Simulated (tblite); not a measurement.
Compound: C₃H₉FN₂Si.
Atom-mapped SMILES: `[CH2:1]=[CH:2][CH2:3][NH:4][Si@H:5]([NH2:6])[F:7]` (hydrogens: H8, H9 on C1; H10 on C2; H11, H12 on C3; H13 on N4; H14 on Si5; H15, H16 on N6)

Computed with GFN2-xTB (tblite), gas phase: L-BFGS steps from a force-field or distance-geometry start until the largest atomic force falls under 0.01 eV/Å.

Step 80: E = -636.3061 eV
```
atom  x, y, z in Å  |  force x, y, z in eV/Å
C1     -3.1871   -0.3733    0.3364    0.012  -0.007  -0.021
C2     -1.9885    0.0654    0.0030    0.002  -0.037  -0.018
C3     -0.7206   -0.7046    0.2138    0.023   0.006   0.014
N4      0.3821    0.1838    0.5131    0.009   0.004   0.000
Si5     2.0230   -0.1410    0.1646   -0.033   0.086  -0.011
N6      2.8221    1.3712    0.2754   -0.030   0.002   0.022
F7      1.9896   -0.7632   -1.3294   -0.008  -0.040  -0.034
H8     -3.3267   -1.3432    0.7849   -0.011   0.006   0.040
H9     -4.0769    0.2030    0.1573   -0.040   0.020  -0.009
H10    -1.8567    1.0327   -0.4605   -0.002   0.022  -0.009
H11    -0.4671   -1.2419   -0.7050    0.012   0.017  -0.009
H12    -0.8732   -1.4541    1.0037    0.026  -0.008   0.004
H13     0.1850    0.7818    1.3005   -0.017  -0.013   0.000
H14     2.7544   -1.1290    0.9364    0.035  -0.037   0.025
H15     2.5114    2.1302   -0.3092    0.004  -0.010   0.028
H16     3.8216    1.3910    0.3710    0.018  -0.009  -0.023
```

Step 81: E = -636.3069 eV
```
atom  x, y, z in Å  |  force x, y, z in eV/Å
C1     -3.1861   -0.3717    0.3371    0.020  -0.005  -0.030
C2     -1.9882    0.0650   -0.0020    0.014  -0.060  -0.017
C3     -0.7208   -0.7045    0.2171    0.026  -0.016  -0.002
N4      0.3823    0.1852    0.5101    0.013   0.004   0.023
Si5     2.0228   -0.1415    0.1598   -0.034   0.083  -0.007
N6      2.8227    1.3697    0.2841   -0.025  -0.002   0.007
F7      1.9858   -0.7542   -1.3388   -0.001  -0.034  -0.013
H8     -3.3250   -1.3373    0.7958   -0.008   0.023   0.034
H9     -4.0757    0.2022    0.1506   -0.051   0.020  -0.003
H10    -1.8563    1.0278   -0.4761   -0.005   0.001   0.003
H11    -0.4647   -1.2525   -0.6949    0.000   0.039  -0.023
H12    -0.8751   -1.4501    1.0108    0.024   0.014   0.020
H13     0.1879    0.7817    1.2998   -0.013  -0.015  -0.010
H14     2.7551   -1.1324    0.9280    0.027  -0.037   0.011
H15     2.5038    2.1331   -0.2907    0.016  -0.008   0.034
H16     3.8240    1.3883    0.3654   -0.003  -0.008  -0.026
```

Q: Estimate the geometry and energy of step 82. (The exact step hangs on the optimiser's Hessian estimate; all steps are aligned on step 81, rigid shifts and turns removed.)

A: E = -636.3077 eV, largest force 0.078 eV/Å
```
atom  x, y, z in Å  |  force x, y, z in eV/Å
C1     -3.1847   -0.3708    0.3385    0.018   0.008  -0.036
C2     -1.9879    0.0643   -0.0073    0.009  -0.055  -0.010
C3     -0.7202   -0.7028    0.2173    0.018  -0.020  -0.014
N4      0.3825    0.1871    0.5076    0.013   0.009   0.029
Si5     2.0222   -0.1415    0.1562   -0.027   0.046   0.016
N6      2.8232    1.3675    0.2927   -0.006   0.008  -0.008
F7      1.9838   -0.7521   -1.3434    0.003  -0.027  -0.003
H8     -3.3223   -1.3318    0.8074   -0.005   0.026   0.028
H9     -4.0748    0.2009    0.1470   -0.050   0.014   0.002
H10    -1.8585    1.0238   -0.4900   -0.003  -0.017   0.008
H11    -0.4626   -1.2562   -0.6898    0.005   0.035  -0.070
H12    -0.8750   -1.4467    1.0110    0.014   0.006   0.062
H13     0.1894    0.7802    1.3001   -0.008  -0.004  -0.006
H14     2.7561   -1.1315    0.9255    0.015  -0.036  -0.004
H15     2.4948    2.1351   -0.2710    0.024   0.010   0.034
H16     3.8265    1.3833    0.3542   -0.021  -0.003  -0.026
```

The energy changes by -0.0008 eV. The first-order estimate −F·Δx gives -0.0012 eV and the mean of the old and new forces, exact on a quadratic surface, -0.0008 eV. The step makes an angle of 79° with the force vector and moves no atom by more than 0.022 Å.

What follows is the cost of the whole relaxation. Hardware: one thread, Arm Neoverse N1 (aarch64), shared host with 64 logical CPUs at a one-minute load of 61. Cost: 1.4 s.
